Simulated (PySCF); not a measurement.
C4H7FO2, SMILES C(F)(OCCO)=C. Atoms are numbered in the order given.

```xyz
14

C      2.3703     0.5946    -0.5741
C      1.4317     0.0137     0.1710
F      1.7199    -0.9878     1.0171
O      0.1430     0.3640     0.2075
C     -0.8366    -0.6901     0.1633
C     -2.1873    -0.0088     0.0890
O     -2.3128     0.7846    -1.0632
H      2.0913     1.3821    -1.2718
H      3.4129     0.3005    -0.4643
H     -0.7532    -1.3255     1.0595
H     -0.6620    -1.3047    -0.7370
H     -2.9729    -0.7806     0.0520
H     -2.3409     0.5767     1.0188
H     -1.5634     1.3971    -1.0600
```
Charge 0, spin multiplicity 1.

The structure is a stationary point at B3LYP-D3(BJ)/def2-SVP. This is a generated structure with no PubChem entry under its InChIKey; it may be hypothetical. Other conformers were not sampled.

These are B3LYP-D3(BJ)/def2-SVP (PySCF 2.14.0) values and carry that method's errors.

Harmonic, unscaled wavenumbers; measured fundamentals usually lie a few per cent lower.

Computed vibrational spectrum:
| mode | ν (cm⁻¹) | IR (km/mol) | moving atoms (share of kinetic energy) |
|---|---|---|---|
| 1 | 42 | 1.8 | O 32 %, C 26 %, F 26 %, H 16 % |
| 2 | 69 | 1.0 | O 39 %, C 33 %, H 19 %, F 9 % |
| 3 | 152 | 8.2 | O 61 %, C 19 %, H 18 % |
| 4 | 206 | 2.2 | C 27 %, F 26 %, O 24 %, H 24 % |
| 5 | 303 | 8.6 | H 40 %, C 33 %, O 15 %, F 12 % |
| 6 | 418 | 50.6 | H 59 %, C 23 %, F 12 % |
| 7 | 444 | 100.5 | H 64 %, O 16 %, C 14 % |
| 8 | 518 | 7.5 | C 38 %, H 32 %, O 22 % |
| 9 | 601 | 2.9 | C 39 %, O 28 %, F 22 %, H 11 % |
| 10 | 671 | 3.9 | C 79 %, H 14 % |
| 11 | 719 | 0.7 | H 95 % |
| 12 | 815 | 50.6 | H 70 %, C 28 % |
| 13 | 830 | 16.0 | H 43 %, C 30 %, O 22 % |
| 14 | 922 | 7.4 | H 42 %, C 39 %, O 18 % |
| 15 | 934 | 50.1 | H 37 %, F 33 %, C 29 % |
| 16 | 989 | 17.7 | H 40 %, C 38 %, O 19 % |
| 17 | 1085 | 120.5 | O 39 %, C 34 %, H 27 % |
| 18 | 1115 | 85.1 | C 45 %, H 39 %, O 16 % |
| 19 | 1139 | 52.2 | C 43 %, H 30 %, O 27 % |
| 20 | 1232 | 4.2 | H 80 %, C 17 % |
| 21 | 1262 | 22.2 | H 86 %, C 10 % |
| 22 | 1312 | 318.7 | C 60 %, H 19 %, O 16 % |
| 23 | 1380 | 12.8 | H 79 %, C 19 % |
| 24 | 1386 | 32.0 | H 83 %, C 11 % |
| 25 | 1408 | 5.7 | H 74 %, C 21 % |
| 26 | 1437 | 50.0 | H 65 %, C 32 % |
| 27 | 1478 | 3.1 | H 91 %, C 9 % |
| 28 | 1483 | 6.0 | H 90 %, C 9 % |
| 29 | 1774 | 342.1 | C 92 % |
| 30 | 2982 | 53.5 | H 94 % |
| 31 | 3033 | 25.2 | H 95 % |
| 32 | 3090 | 29.9 | H 91 %, C 9 % |
| 33 | 3103 | 25.9 | H 90 %, C 10 % |
| 34 | 3189 | 4.5 | H 95 % |
| 35 | 3300 | 0.0 | H 89 %, C 11 % |
| 36 | 3797 | 38.1 | H 94 % |
